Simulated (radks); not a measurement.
Values are calculated unless marked as measured or tabulated.
Species: Nd I. Configuration: [Xe] 4f4 6s2.

Level of theory: Dirac Kohn-Sham, LDA (Slater exchange, Perdew-Zunger correlation), spin-unpolarised, spherical densities, point nucleus; open shells fill j = l - 1/2 first (a radial shooting solver on a logarithmic mesh with Libxc functionals).

Energy parts (hartree):
total: -9623.0147
kinetic: 10376.2364
electron-nucleus: -23520.6231
Hartree: 3737.5268
exchange-correlation: -216.1548

Orbitals (lengths in bohr, moments of r in powers of bohr; <r^-3> diverges for s and p1/2; r(max) is where P^2 peaks):
orbital  occ.  eigenvalue (hartree)      <r>   <1/r>  <r^-3>   r(max)
1s1/2       2             -1591.972  0.02365   66.01       -  0.01511
2s1/2       2             -257.4066   0.1005   15.62       -  0.08572
2p1/2       2             -243.6179  0.08425   15.61       -  0.06509
2p3/2       4             -224.5289  0.09066   14.03    7944  0.07054
3s1/2       2             -55.81631   0.2663   5.657       -   0.2442
3p1/2       2             -49.91695   0.2559   5.574       -   0.2310
3p3/2       4             -46.10826   0.2683   5.177    1630   0.2427
3d3/2       4             -35.79926   0.2395   5.050   270.0   0.1940
3d5/2       6             -34.97507   0.2434   4.950   243.8   0.1973
4s1/2       2             -11.07704   0.6077   2.355       -   0.5656
4p1/2       2              -8.85152   0.6239   2.250       -   0.5728
4p3/2       4              -8.02039   0.6526   2.116   356.4   0.5982
4d3/2       4              -4.35751   0.7019   1.895   49.16   0.6140
4d5/2       6              -4.21078   0.7121   1.862   43.86   0.6224
5s1/2       2              -1.48648    1.473  0.9046       -    1.318
5p1/2       2              -0.89122    1.668  0.7912       -    1.446
5p3/2       4              -0.77865    1.763  0.7423   47.57    1.521
6s1/2       2              -0.13353    4.379  0.2874       -    3.724
4f5/2       4              -0.07447    1.121   1.248   4.947   0.6605
4f7/2       0              -0.05969    1.147   1.230   4.762   0.6660

The highest occupied level is 4f5/2 at -2.026 eV. For comparison, the ionisation energy in NIST's Atomic Spectra Database is 5.525 eV (measured). In exact Kohn-Sham theory the highest level is minus the ionisation energy, but local and semilocal functionals leave it too shallow, through self-interaction and a potential that decays too fast; potentials with the right tail come closer. Summed over all electrons, <r^2> = 87.05 bohr^2, which gives a Langevin (diamagnetic) susceptibility term of -68.9 x 10^-6 cm^3/mol.

Beside tabulated values, note that spin-unpolarised runs miss the spin-polarisation part of the exchange energy of open shells.
